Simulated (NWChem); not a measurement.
System: CHBClNO2; SMILES O=C=NB(O)Cl

Parts of the log:

```
             Northwest Computational Chemistry Package (NWChem) 7.3.0
             --------------------------------------------------------

 CS  symmetry detected

                             Geometry "geometry" -> ""
                             -------------------------

 Output coordinates in angstroms (scale by  1.889725989 to convert to a.u.)

  No.       Tag          Charge          X              Y              Z
 ---- ---------------- ---------- -------------- -------------- --------------
    1 B                    5.0000     0.47219197    -0.58855987     0.00000000
    2 Cl                  17.0000    -0.95404185    -1.64966530     0.00000000
    3 N                    7.0000     0.30166299     0.81387090     0.00000000
    4 C                    6.0000    -0.07091870     1.95064035     0.00000000
    5 O                    8.0000    -0.40357352     3.06727950     0.00000000
    6 O                    8.0000     1.71074305    -1.10988213     0.00000000
    7 H                    1.0000     1.71426658    -2.07300782     0.00000000

 Effective nuclear repulsion energy (a.u.)     236.3583873571

      Symmetry information
      --------------------

 Group name             Cs
 Group number              2
 Group order               2
 No. of unique centers     7

                                 NWChem DFT Module
                                 -----------------

 Summary of "ao basis" -> "ao basis" (spherical)
 ------------------------------------------------------------------------------
       Tag                 Description            Shells   Functions and Types
 ---------------- ------------------------------  ------  ---------------------
 B                           6-31g*                  6       14   3s2p1d
 Cl                          6-31g*                  8       18   4s3p1d
 N                           6-31g*                  6       14   3s2p1d
 C                           6-31g*                  6       14   3s2p1d
 O                           6-31g*                  6       14   3s2p1d
 H                           6-31g*                  2        2   2s

      Symmetry analysis of basis
      --------------------------

        a'         65
        a"         25

            General Information
            -------------------
          SCF calculation type: DFT
          Wavefunction type:  closed shell.
          No. of atoms     :     7
          No. of electrons :    52
           Alpha electrons :    26
            Beta electrons :    26
          Charge           :     0
          Spin multiplicity:     1
          Use of symmetry is: on ; symmetry adaption is: on
          Maximum number of iterations: 150
          AO basis - number of functions:    90
                     number of shells:    40
          Convergence on energy requested:  1.00D-06
          Convergence on density requested:  1.00D-05
          Convergence on gradient requested:  5.00D-04

              XC Information
              --------------
                         SCAN Method XC Functional
                  SCAN metaGGA Exchange Functional  1.000
                        SCAN Correlation Potential  1.000

             Grid Information
             ----------------
          Grid used for XC integration:  medium
          Radial quadrature: Mura-Knowles
          Angular quadrature: Lebedev.
          Tag              B.-S. Rad. Rad. Pts. Rad. Cut. Ang. Pts.
          ---              ---------- --------- --------- ---------
          B                   0.85       49           9.0       434
          Cl                  1.00       88          10.0       590
          N                   0.65       49           9.0       434
          C                   0.70       49          11.0       434
          O                   0.60       49          13.0       434
          H                   0.35       45          11.0       434
          Grid pruning is: on
          Number of quadrature shells:   378
          Spatial weights used:  Erf1

      Superposition of Atomic Density Guess
      -------------------------------------

 Sum of atomic energies:        -725.93760061

      Non-variational initial energy
      ------------------------------

 Total energy =    -728.484556
 1-e energy   =   -1468.245248
 2-e energy   =     503.402305
 HOMO         =      -0.371726
 LUMO         =       0.050639

      Symmetry analysis of molecular orbitals - initial
      -------------------------------------------------

  Numbering of irreducible representations:

     1 a'          2 a"

  Orbital symmetries:

     1 a'          2 a'          3 a'          4 a'          5 a'
     6 a'          7 a'          8 a'          9 a"         10 a'
    11 a'         12 a'         13 a'         14 a'         15 a'
    16 a'         17 a'         18 a'         19 a"         20 a'
    21 a"         22 a'         23 a"         24 a'         25 a"
    26 a'         27 a"         28 a'         29 a'         30 a'
    31 a"         32 a'         33 a'         34 a'         35 a'
    36 a'

     ---------------------------------------------
      Total Density - Mulliken Population Analysis
     ---------------------------------------------

    Atom       Charge   Shell Charges
 -----------   ------   -------------------------------------------------------
    1 B    5     4.13   2.00  0.53  1.00  0.27  0.21  0.13
    2 Cl  17    17.34   2.00  2.00  5.98  1.38  3.70  0.55  1.72  0.01
    3 N    7     7.63   2.00  0.80  2.61  0.78  1.41  0.02
    4 C    6     4.90   2.00  0.68  1.46  0.28  0.37  0.10
    5 O    8     8.70   2.00  0.95  3.02  0.93  1.79  0.02
    6 O    8     8.84   2.00  0.93  3.13  0.88  1.90  0.01
    7 H    1     0.45   0.35  0.10

   convergence    iter        energy       DeltaE   RMS-Dens  Diis-err
 ---------------- ----- ----------------- --------- --------- ---------
 d= 0,ls=0.0,diis     1   -728.8693160788 -9.65D+02  1.83D-02  1.24D+00
 d= 0,ls=0.0,diis     2   -728.5761094701  2.93D-01  1.26D-02  4.46D+00
 d= 0,ls=0.0,diis     3   -728.9808672961 -4.05D-01  5.11D-03  3.62D-01
 d= 0,ls=0.0,diis     4   -729.0057932385 -2.49D-02  2.24D-03  1.17D-01
 d= 0,ls=0.0,diis     5   -729.0181612806 -1.24D-02  8.05D-04  5.45D-03
  Resetting Diis
 d= 0,ls=0.0,diis     6   -729.0188161689 -6.55D-04  2.10D-04  4.03D-04
 d= 0,ls=0.0,diis     7   -729.0188683019 -5.21D-05  8.29D-05  2.67D-05
 d= 0,ls=0.0,diis     8   -729.0188620424  6.26D-06  5.33D-05  8.94D-05
 d= 0,ls=0.0,diis     9   -729.0188708687 -8.83D-06  1.16D-05  1.95D-06
 d= 0,ls=0.0,diis    10   -729.0188710303 -1.62D-07  4.16D-06  5.11D-07

         Total DFT energy =     -729.018871030319
      One electron energy =    -1471.105121104049
           Coulomb energy =      567.983666668438
    Exchange-Corr. energy =      -62.255803951837
 Nuclear repulsion energy =      236.358387357127

 Numeric. integr. density =       52.000000572005

                  Occupations of the irreducible representations
                  ----------------------------------------------

                     irrep           alpha         beta
                     --------     --------     --------
                     a'               21.0         21.0
                     a"                5.0          5.0

                       DFT Final Molecular Orbital Analysis
                       ------------------------------------

 Vector   24  Occ=2.000000D+00  E=-3.106397D-01  Symmetry=a'
              MO Center= -3.5D-01, -9.3D-01, -1.9D-16, r^2= 3.8D+00
   Bfn.  Coefficient  Atom+Function         Bfn.  Coefficient  Atom+Function
  ----- ------------  ---------------      ----- ------------  ---------------
    21      0.490385  2 Cl px                22     -0.350757  2 Cl py
    25      0.259712  2 Cl px                77      0.257327  6 O  px
    17     -0.191161  2 Cl px                26     -0.182530  2 Cl py
    35      0.181855  3 N  px                63     -0.176500  5 O  px
    81      0.175466  6 O  px                18      0.137328  2 Cl py

 Vector   25  Occ=2.000000D+00  E=-2.941891D-01  Symmetry=a"
              MO Center=  2.7D-02,  1.1D+00, -6.4D-16, r^2= 3.6D+00
   Bfn.  Coefficient  Atom+Function         Bfn.  Coefficient  Atom+Function
  ----- ------------  ---------------      ----- ------------  ---------------
    37      0.432700  3 N  pz                65     -0.391608  5 O  pz
    41      0.335537  3 N  pz                69     -0.271978  5 O  pz
    23     -0.248540  2 Cl pz                79     -0.177776  6 O  pz
    27     -0.135745  2 Cl pz                83     -0.134145  6 O  pz
    19      0.096701  2 Cl pz                51      0.067413  4 C  pz

 Vector   26  Occ=2.000000D+00  E=-2.807572D-01  Symmetry=a'
              MO Center= -1.8D-01,  8.4D-01, -3.6D-16, r^2= 4.2D+00
   Bfn.  Coefficient  Atom+Function         Bfn.  Coefficient  Atom+Function
  ----- ------------  ---------------      ----- ------------  ---------------
    35      0.406896  3 N  px                22      0.369129  2 Cl py
    63     -0.353051  5 O  px                39      0.304181  3 N  px
    67     -0.251388  5 O  px                26      0.192794  2 Cl py
    18     -0.142839  2 Cl py                36      0.121413  3 N  py
    21     -0.113337  2 Cl px                64     -0.105533  5 O  py

 Vector   27  Occ=0.000000D+00  E=-5.003393D-02  Symmetry=a"
              MO Center=  2.3D-01,  4.1D-01, -2.0D-16, r^2= 3.8D+00
   Bfn.  Coefficient  Atom+Function         Bfn.  Coefficient  Atom+Function
  ----- ------------  ---------------      ----- ------------  ---------------
     5      0.468083  1 B  pz                 9      0.445688  1 B  pz
    51     -0.389665  4 C  pz                55     -0.319424  4 C  pz
    65      0.274261  5 O  pz                69      0.263838  5 O  pz
    83     -0.259626  6 O  pz                79     -0.243401  6 O  pz
    23     -0.196436  2 Cl pz                27     -0.188045  2 Cl pz

[...]
```

Level: SCAN/6-31G* (spherical d). The geometry was optimised at PBE0/def2-SVP.

Problem. Write an input that gives this output.

Solution. One answer among several that fit: the input that was run:
```
start job
memory heap 200 mb stack 900 mb global 1100 mb
geometry units angstroms noautoz
  B      0.363416    -0.495363     0.377135
  Cl    -1.133907    -1.449408     0.288199
  N      0.416618     0.782049    -0.223931
  C      0.240219     1.819312    -0.793168
  O      0.098166     2.837943    -1.340666
  O      1.444609    -0.979636     1.011396
  H      1.301661    -1.856001     1.384456
end
basis spherical
  * library 6-31g*
end
dft
  xc scan
  iterations 150
  mulliken
end
task dft energy
```
